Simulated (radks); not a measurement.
Neutral gadolinium inside a hard spherical wall (all orbitals vanish at R), configuration held at [Xe] 4f7 5d1 6s2 and not refilled when levels cross. Method: scalar-relativistic Kohn-Sham, LDA (Slater exchange, VWN5 correlation), spin-polarised, spherical densities, finite nucleus; open shells are filled with parallel spins first (spin-orbit coupling, left out, can overturn this in heavy ions); Fermi nuclear charge, rms radius 5.1569 fm; computed with a radial shooting solver on a logarithmic mesh with Libxc functionals. Eigenvalues in eV for spin up, with the zero of energy where the potential of the charges vanishes at infinity; a dash marks a level that is unbound or too diffuse for the functional's potential to be trusted. A positive occupied level is held by the wall or, in an anion where self-interaction has pushed it up, behind a barrier. The pressure on the wall is -dE/dV.

| R (bohr) | E (hartree) | kinetic (hartree) | e(5p) | e(4f) | e(6s) | e(5d) | e(6p, empty) | e(7s, empty) | pressure (GPa) |
|---|---|---|---|---|---|---|---|---|---|
| free | -11263.0793 | 12089.354 | -28.259 | -10.586 | -4.481 | -3.105 | -1.490 | -0.101 | 0 |
| 15 | -11263.0793 | 12089.355 | -28.258 | -10.585 | -4.480 | -3.103 | -1.482 | 0.291 | 0.000120 |
| 10 | -11263.0772 | 12089.374 | -28.124 | -10.448 | -4.376 | -2.986 | -1.225 | 2.230 | 0.0490 |
| 8 | -11263.0640 | 12089.462 | -27.640 | -9.950 | -3.954 | -2.558 | -0.439 | 5.623 | 0.554 |
| 7 | -11263.0382 | 12089.602 | -27.027 | -9.312 | -3.331 | -1.999 | 0.609 | 9.360 | 1.93 |
| 5 | -11262.7720 | 12090.710 | -23.976 | -6.001 | 1.304 | 1.203 | 7.641 | 30.076 | 30.4 |
| 2 | -11239.6920 | 12168.312 | 42.987 | 58.273 | 194.96 | 90.102 | 229.72 | 475.52 | 29400 |
